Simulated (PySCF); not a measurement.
Compound: [PdCl6]2- (charge -2 and singlet state).
Bonds: Pd1–Cl2, Pd1–Cl3, Pd1–Cl4, Pd1–Cl5, Pd1–Cl6, Pd1–Cl7.
The ion is multiply charged and has no counter-ions or solvent; whether it holds all its electrons wasn't checked.

Method: PBE0-D3(BJ)/def2-SVP geometry optimisation, gas phase, def2 core potentials past Kr in PySCF 2.14.0; density fitting, grid level 1; the optimiser is geomeTRIC in internal coordinates, started from a GFN2-xTB structure with every atom displaced at random (about 0.03 Å).

Step 0: E = -78572.6212 eV
```
atom  x, y, z in Å  |  force x, y, z in eV/Å
Pd1     0.0609   -0.0781    0.0121   -0.778   2.012  -0.694
Cl2    -0.0366   -0.0256    2.3179    0.144  -0.111   0.431
Cl3    -0.0403    0.0039   -2.3511    0.235  -0.132   0.084
Cl4     2.4240    0.0102    0.0092   -0.195  -0.124   0.027
Cl5    -2.3340   -0.0155   -0.0540    0.371  -0.154   0.108
Cl6    -0.0193    2.3366    0.0055    0.135  -0.441   0.033
Cl7     0.0372   -2.3335   -0.0083    0.088  -1.050   0.011
```

Step 1: E = -78572.7311 eV
```
atom  x, y, z in Å  |  force x, y, z in eV/Å
Pd1     0.0306   -0.0399    0.0009   -0.323   0.686  -0.271
Cl2    -0.0107   -0.0366    2.3392    0.042  -0.022   0.093
Cl3    -0.0184    0.0110   -2.3568    0.132  -0.081   0.065
Cl4     2.3781    0.0226    0.0103   -0.008  -0.081   0.004
Cl5    -2.3318   -0.0329   -0.0582    0.113  -0.049   0.095
Cl6     0.0083    2.3349   -0.0042    0.006  -0.199   0.036
Cl7     0.0358   -2.3612    0.0001    0.038  -0.255  -0.023
```

Step 2: E = -78572.7391 eV
```
atom  x, y, z in Å  |  force x, y, z in eV/Å
Pd1     0.0177   -0.0128   -0.0084   -0.053  -0.094   0.000
Cl2    -0.0333    0.0101    2.3433    0.075  -0.075  -0.020
Cl3     0.0373   -0.0140   -2.3578   -0.017   0.032  -0.002
Cl4     2.3623   -0.0335   -0.0346    0.057   0.090   0.084
Cl5    -2.3261   -0.0149   -0.0252   -0.066  -0.051  -0.008
Cl6    -0.0344    2.3287    0.0409    0.072   0.073  -0.080
Cl7     0.0683   -2.3656   -0.0266   -0.068   0.025   0.025
```

Q: Estimate the geometry and energy of step 3. (The exact step hangs on the optimiser's Hessian estimate; all steps are aligned on step 2, rigid shifts and turns removed.)

A: E = -78572.7489 eV, largest force 0.178 eV/Å
```
atom  x, y, z in Å  |  force x, y, z in eV/Å
Pd1     0.0084   -0.0103   -0.0108    0.085  -0.150   0.046
Cl2     0.0022   -0.0333    2.3415   -0.021   0.025  -0.026
Cl3     0.0200    0.0022   -2.3581    0.008  -0.007  -0.018
Cl4     2.3565    0.0154    0.0080    0.018  -0.013  -0.009
Cl5    -2.3362   -0.0412   -0.0356   -0.043   0.021   0.020
Cl6     0.0070    2.3306   -0.0028   -0.041   0.078   0.009
Cl7     0.0339   -2.3654   -0.0106   -0.006   0.046  -0.022
```

The energy changes by -0.0098 eV. The first-order estimate −F·Δx gives -0.0262 eV and the mean of the old and new forces, exact on a quadratic surface, -0.0097 eV. The step makes an angle of 35° with the force vector and moves no atom by more than 0.065 Å.

The cost below is that of the whole optimisation. Time: 53 s of wall time; peak memory 0.68 GiB. Hardware: Intel Xeon 6975P-C, one thread, no GPU, on a shared host.
